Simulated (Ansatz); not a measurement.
**Competing steps**

Reactants: CH₆GeS ([CH3][GeH2][SH]) (brackets give SMILES or just the links). Saddle points were found for several chosen steps; others may exist. Gas-phase electronic energies, without zero-point energy, by CCSD(T) at an estimated basis limit (MP2 extrapolated from triple and quadruple zeta, plus CCSD(T) − MP2 in triple zeta); Ansatz 0.2.0, def2-TZVPP and QZVPP, frozen cores, on PBE0-D4/def2-TZVP structures. Extrapolation: Hartree–Fock as exp(−7.88 √X), correlation as X^−2.97. No counterpoise correction.

**Question.** Rank the steps by the energy of their saddle points, lowest first, and give each saddle's height above the lowest. (To be estimated.)
A. 1,2-elimination, to GeH₂S ([S][GeH2]) + CH₄ (breaks or loosens C–Ge, H–S; forms C–H)
B. 1,2-elimination, to CH₄Ge ([CH2][GeH2]) + H₂S (breaks or loosens C–H, Ge–S; forms H–S)

**Answer.** Computed: A (0.00 kcal/mol), B (15.73 kcal/mol). Heights count from the lowest.

The lowest of these saddles lies at 60.72 kcal/mol relative to the reactant.

**Question.** Does the lowest of these saddles lead to the lowest end structure (the products still in contact)? (A judgement: the text doesn't fix the answer.)

**Answer.** By the calculation: Yes. Relative to the reactant, the ends lie at 22.62 (GeH₂S ([S][GeH2]) + CH₄); 60.43 (CH₄Ge ([CH2][GeH2]) + H₂S) kcal/mol.

T1 diagnostic: at most 0.016. The restricted Hartree–Fock reference is unstable towards an unrestricted one at one or more of these structures. The filled d shells of Ge are correlated in sets not built for that, so values that involve them are less sure.

For scale, one of the runs: CCSD(T)/def2-TZVPP, 205 basis functions, launched by `ansatz run in.yaml --threads 4 --pin off --events-out ev --progress --plain --max-ram 9574MiB`. Time: 91 s of wall clock on 4 CPU threads of an Arm Neoverse N1; the host was shared. Peak host memory: 2.6 GiB.
